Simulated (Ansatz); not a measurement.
Isolated molecules relaxed with PBE0-D4/def2-TZVP in Ansatz; ΔE leaves out vibrations. CCSD(T)/CBS adds triple-zeta CCSD(T) − MP2 to the extrapolated MP2 energy (def2 sets, frozen cores). DFT in def2-TZVPP. B3LYP here is the variant with VWN-RPA as its local correlation; programs differ in this. Elements past krypton have def2 core potentials. For Ge, In outer-core shells are correlated without core-valence functions, which leaves a few kJ/mol of doubt a bond. Scalar relativity is left out up to krypton. One conformer a species, not always the lowest.

Reaction (redistribution): `[O]1[SiH2][GeH2]1` + `C[N](C)[InH][OH]` → `O[SiH]1[O][GeH2]1` + `C[N](C)[InH2]`

```csv
level,ΔE (kJ/mol),difference from CCSD(T)/CBS
PBE-D4,-77.1,-3.7
r2SCAN-D4,-82.9,-9.5
PBE0-D4,-82.1,-8.7
B3LYP-D4,-81.7,-8.3
ωB97X-V,-78.6,-5.2
ωB97M-V,-84.5,-11.1
B2PLYP,-78.8,-5.4
PBE,-76.4,-3.0
r2SCAN,-82.8,-9.4
B3LYP,-80.4,-7.0
MP2/def2-TZVPP,-77.6,-4.2
CCSD(T)/def2-TZVPP,-79.8,-6.4
MP2/def2-QZVPP,-73.8,-0.4
HF/CBS(def2),-86.9,-13.5
MP2/CBS(def2),-71.2,2.2
CCSD/CBS(def2),-74.9,-1.5
CCSD(T)/CBS,-73.4,0
```

Largest T1 diagnostic among the species: 0.017.

In def2-TZVPP, CCSD(T) changes the Hartree–Fock value by +7.4 kJ/mol (the triples alone add +1.5 kJ/mol) and MP2 by +9.6 kJ/mol. From PBE to PBE0 (25 % exact exchange), in def2-TZVPP and without D4, ΔE moves by −5.2 kJ/mol.
